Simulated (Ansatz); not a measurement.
`O[SiH]([SiH3])CCl` → `[CH2]` (triplet) + `O[SiH]([SiH3])Cl`  (formal loss of a carbene)

Computed with Ansatz on PBE0-D4/def2-TZVP structures; ΔE is electronic, products minus reactants. CBS: MP2 limit from def2 TZ/QZ plus the TZ coupled-cluster correction, frozen cores. This one scheme is used for every species. DFT in def2-TZVPP. B3LYP here is the variant with VWN-RPA as its local correlation; programs differ in this. Triplets are unrestricted, without spin–orbit coupling. Each species was taken in one conformer, which may not be the lowest.

CCSD(T)/CBS gives +300.5 kJ/mol.

(1) Another level gave +302.7 kJ/mol. Which?
A. PBE-D4/def2-TZVPP
B. B3LYP/def2-TZVPP
C. B3LYP-D4/def2-TZVPP
D. ωB97M-V/def2-TZVPP

Largest T1 diagnostic among the species: 0.012.

## Answers

(1) D. ωB97M-V 302.7, B3LYP 283.4, B3LYP-D4 294.7, PBE-D4 312.2 kJ/mol.

From PBE to PBE0 (25 % exact exchange), in def2-TZVPP and without D4, ΔE moves by −12.1 kJ/mol. The D4 term adds +11.3 kJ/mol with B3LYP and +6.2 kJ/mol with PBE0; it sums over pairs of atoms, weighted by their polarisabilities, and B3LYP, whose exchange is more repulsive, gets the larger term.
